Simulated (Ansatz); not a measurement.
Reaction (redistribution): `C=C[SiH](O)O[SiH2]O` + `CO[SiH](C)F` → `C[SiH](O)O[SiH2]O` + `C=C[SiH](F)OC`

Calculated with Ansatz (gas phase, PBE0-D4/def2-TZVP geometries, no zero-point term in ΔE). CBS: MP2 limit from def2 TZ/QZ plus the TZ coupled-cluster correction, frozen cores. DFT in def2-TZVPP. One conformer a species, not always the lowest.

| level | ΔE (kcal/mol) |
| --- | --- |
| r2SCAN-D4 | 0.8 |
| B2PLYP | 0.9 |
| r2SCAN | 0.8 |
| HF/def2-TZVPP | 1.1 |
| MP2/def2-TZVPP | 0.7 |
| CCSD/def2-TZVPP | 0.8 |
| HF/def2-QZVPP | 1.2 |
| MP2/CBS(def2) | 0.8 |

(1) What does CCSD(T)/CBS give? (Best estimate.)

Largest T1 diagnostic among the species: 0.012.

Answers

(1) Ansatz gave: +0.8 kcal/mol. The listed levels differ from it by 0.0, 0.1, 0.0, 0.3, -0.1, 0.0, 0.4, 0.0 kcal/mol.
